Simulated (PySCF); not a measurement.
**Computed spin Hamiltonian**

Species: C₆H₅F₂O₂ (doublet state).
Numbering: `[CH:1]#[C:2][C@@H:3]1[CH2:4][O:5][C:6]([F:7])[O:8][C@@H:9]1[F:10]` (hydrogens: H11 on C1; H12 on C3; H13, H14 on C4; H15 on C9)

Geometry (GFN2-xTB, Å), atoms numbered from 1 in this order:
```
atom  x, y, z in Å
C1     2.8965   -0.7329   -0.2347
C2     1.7775   -0.3165   -0.1699
C3     0.4115    0.1625   -0.0958
C4    -0.2048   -0.1065    1.2784
O5    -1.5906    0.2872    1.2969
C6    -2.2149    0.4675    0.1393
F7    -2.5454    1.7881   -0.0727
O8    -1.8094   -0.1029   -1.0185
C9    -0.4901   -0.5544   -1.1094
F10   -0.4722   -1.9040   -0.8540
H11    3.8828   -1.0860   -0.2891
H12    0.3793    1.2368   -0.3194
H13    0.2866    0.4691    2.0664
H14   -0.1425   -1.1752    1.5134
H15   -0.1686   -0.4363   -2.1529
```

The hyperfine couplings belong to this conformer and change with its torsions.

Computed with PySCF 2.14.0, UKS B3LYP, pcH-1 on C F H O, non-relativistic, mean-field spin-orbit, GIAO. Geometry: GFN2-xTB, one conformer, isolated molecule. Couplings are sensitive to structure, and on GFN2-xTB geometries they can be far from those on DFT ones. The SCF solution wasn't tested for stability.

```
g1, g2, g3        : 2.00189, 2.00381, 2.00386
g_iso             : 2.00319
Form of g         : close to axial: the two nearest values differ by 3 % of g3 − g1
⟨S²⟩              : 0.7521 (exact 0.7500)
α and β electrons : 38, 37
Basis functions   : 300
```

Isotropic coupling and dipolar principal values T1 to T3, in mT (MHz turned into mT with g_iso):

```
atom  isotope  a_iso     T1     T2     T3  Mulliken spin population
  C1      13C   0.02  -0.01   0.00   0.01                      0.00
  C2      13C   0.31  -0.02  -0.01   0.03                      0.00
  C3      13C  -0.02  -0.03  -0.03   0.06                      0.00
  C4      13C   1.17  -0.18  -0.17   0.36                      0.04
  O5      17O  -4.13  -0.93   0.45   0.48                      0.03
  C6      13C  20.92  -2.61  -2.54   5.15                      0.80
  F7      19F  16.39  -8.33  -7.57  15.90                      0.07
  O8      17O  -3.58  -0.76   0.36   0.40                      0.02
  C9      13C   0.60  -0.18  -0.16   0.34                      0.03
 F10      19F   0.42  -0.20  -0.11   0.32                      0.00
 H11       1H   0.01  -0.01  -0.01   0.02                      0.00
 H12       1H   0.02  -0.09  -0.08   0.16                      0.00
 H13       1H   0.27  -0.13  -0.05   0.18                      0.00
 H14       1H  -0.05  -0.13  -0.09   0.22                      0.00
 H15       1H   0.21  -0.12  -0.05   0.17                      0.00
```

The largest Mulliken spin populations are on C6 (+0.80) and F7 (+0.07). No atom but C6 exceeds +0.15. The angles at C6 add up to 345.5°, so it is pyramidal.

Under fast tumbling the dipolar parts average out, and these isotropic splittings remain: 1 × 19F (F7, I = 1/2, 2 lines) with 16.39 mT, 1 × 19F (F10, I = 1/2, 2 lines) with 0.42 mT, 1 × 1H (H13, I = 1/2, 2 lines) with 0.27 mT, 1 × 1H (H15, I = 1/2, 2 lines) with 0.21 mT and 1 × 1H (H14, I = 1/2, 2 lines) with 0.05 mT.

The 13C coupling of C6 (586.5 MHz) shows only in satellite lines or after enrichment, since that isotope makes up about 1.07 % of natural carbon.

The 17O coupling of O5 (-115.8 MHz) shows only in satellite lines or after enrichment, since that isotope makes up about 0.038 % of natural oxygen.
